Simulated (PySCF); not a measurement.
Delta-SCF ions had no search for a lower state. Excitations are Tamm–Dancoff values on a coarser integration grid. The basis has no diffuse functions, so Rydberg states are missing or too high.

Species: CH3AlF2, SMILES `[CH3][Al]([F])[F]` (charge 0, multiplicity 1).

Question: Predict the vertical ionisation energy (Delta-SCF), HOMO–LUMO gap, brightest of the four lowest singlets (TDA), HOMO and LUMO from PySCF 2.14.0 with TPSSh-D3(BJ)/def2-TZVP // B3LYP-D3(BJ)/def2-TZVP.

Answer: 
| Item | Result |
|---|---|
| vertical ionisation energy (Delta-SCF) | 11.57 eV |
| HOMO–LUMO gap | 7.71 eV |
| brightest of the four lowest singlets (TDA) | 7.60 eV |
| HOMO | -8.54 eV |
| LUMO | -0.83 eV |
